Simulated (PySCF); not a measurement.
Cl2Re, SMILES [Cl][Re][Cl] (connectivity only; charge and spin as stated), neutral, multiplicity 6.

Geometry: B3LYP-D3(BJ)/def2-TZVP. The spin state was assumed, not searched. The def2 effective core potentials stand for the cores of Re; spin–orbit coupling is left out.

Two levels are set side by side: PBE/def2-TZVPD (PySCF) and ωB97X/def2-TZVPD (PySCF). Same geometry, gas phase. Differences are taken from unrounded values.

```csv
quantity,ωB97X
α-spin orbital gap (eV),10.44
β-spin orbital gap (eV),8.00
mean polarisability (bohr³),68.2
```

Question: What does PBE give, and how far is it from ωB97X? (Estimate from the structure and the level; the computed values follow.)

Answer: 
```csv
quantity,PBE,PBE minus ωB97X
α-spin orbital gap (eV),4.35,-6.09
β-spin orbital gap (eV),3.20,-4.80
mean polarisability (bohr³),73.5,5.3
```

PBE's more diffuse valence density responds more strongly to a field. Differences between two approximate levels are no errors against the true value.

Rough cost on one machine, each run with all the roots and properties that it gave: ωB97X against PBE within a factor of 2.
